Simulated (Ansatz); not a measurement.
Job for Ansatz (a first-principles code): R-CCSD(T)/cc-pVTZ on H2O (SMILES O).

Ansatz 0.2 input:
```yaml
crystal:
  periodic: [false, false, false]
  atoms:
    - {symbol: O, position_ang: [-0.00000000, 0.00000000, 0.38961139]}
    - {symbol: H, position_ang: [0.00000000, 0.76498632, -0.19485569]}
    - {symbol: H, position_ang: [0.00000000, -0.76498632, -0.19485569]}
basis:
  gaussian:
    orbitals: cc-pVTZ
magnetization: {spin_polarized: false}
correlation: {method: ccsd_t, electrons: outside_noble_gas}
scf: {lower_state_search: off}
```

Task: Give the final energy of this run.

Result: -76.3321 hartree (reference determinant -76.0568, T1 diagnostic 0.007).
